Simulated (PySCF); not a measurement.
# ISBr₃, singlet: structure and spectrum

Computed with PySCF, PBE0, basis I def2-SVP with ECP28, S def2-SVP, Br def2-SVP (scalar-relativistic core potentials, no spin–orbit coupling, density fitting).

The structure is a minimum.

Z-matrix (Å, degrees; charge 0 multiplicity 1):
```
I
S  1 2.2253
Br 1 2.6647 2 96.87
Br 1 2.6647 2 96.87 3 -174.12
Br 1 2.6040 2 111.43 3 92.94
```

```
Point group                                                                   : Cs
Bond lengths                                                                  : I–Br 2.604 Å, I–Br 2.665 Å (×2), I–S 2.225 Å
Bond angles                                                                   : Br–I–Br 90.2° (×2), Br–I–Br 165.1°, Br–I–S 96.9° (×2), Br–I–S 111.4°
Highest occupied level                                                        : -8.01 eV
Heat capacity Cp at 298.15 K                                                  : 102.7 J/(mol K)
Rotational constants                                                          : 0.02667, 0.01352, 0.01061 cm⁻¹
Rotational symmetry number                                                    : 1
Principal quadrupole moments (Buckingham, traceless) about the centre of mass : -12.24, 5.15, 7.10 D Å
Atomisation energy without zero-point energy                                  : 457 kJ/mol
Principal polarisabilities                                                    : 75.0, 126.9, 175.3 bohr³
Dipole moment                                                                 : 0.54 D
Enthalpy at 298.15 K above 0 K                                                : 24.94 kJ/mol
Entropy at 298.15 K and 1 bar                                                 : 429.6 J/(mol K)
Zero-point energy                                                             : 9.1 kJ/mol
Lowest empty level                                                            : -5.29 eV
```

Harmonic modes (masses in u: I 126.904, S 31.972, Br 78.918):
```
symmetry  ω (cm⁻¹)  IR (km/mol)  μ (u)     type
      a'        43          0.9  63.18     bend
      a'        69          1.0  75.31     bend
     a''        79          0.0  77.88     bend
      a'       111          2.0  51.69     bend
     a''       140          0.0  37.58     bend
      a'       161          2.7  79.54  stretch
      a'       210         24.3  91.18    mixed
     a''       238          121  99.95  stretch
      a'       463         21.6  37.73  stretch
```

Charges (e):
| atom | Mulliken | Löwdin | polar tensor | Mayer order to I1 |
| --- | --- | --- | --- | --- |
| I1 | 0.85 | 0.87 | 1.85 | – |
| S2 | -0.13 | -0.16 | -0.27 | 1.47 |
| Br3,4 | -0.29 | -0.28 | -0.59 | 0.64 |
| Br5 | -0.14 | -0.14 | -0.39 | 0.69 |
Other Mayer orders above 0.3: S–Br 0.31.

Mulliken populations on I1 (electrons outside its core potential): s 3.92, p 9.85, d 10.37.

Outer orbital energies (eV). occupied: -9.42, -9.02, -8.99, -8.66, -8.41, -8.34, -8.14, -8.01; empty: -5.29, -3.87, -3.11, 5.30.

Counting electrons, iodine keeps 2 of its valence electrons outside its bonds, so the VSEPR class is AX4E1 and the expected shape is see-saw; with unlike ligands the computed point group is Cs.

Other isomers or separated fragments may lie lower.

The final relaxation and frequency run took roughly 11 core-minutes on a shared host.
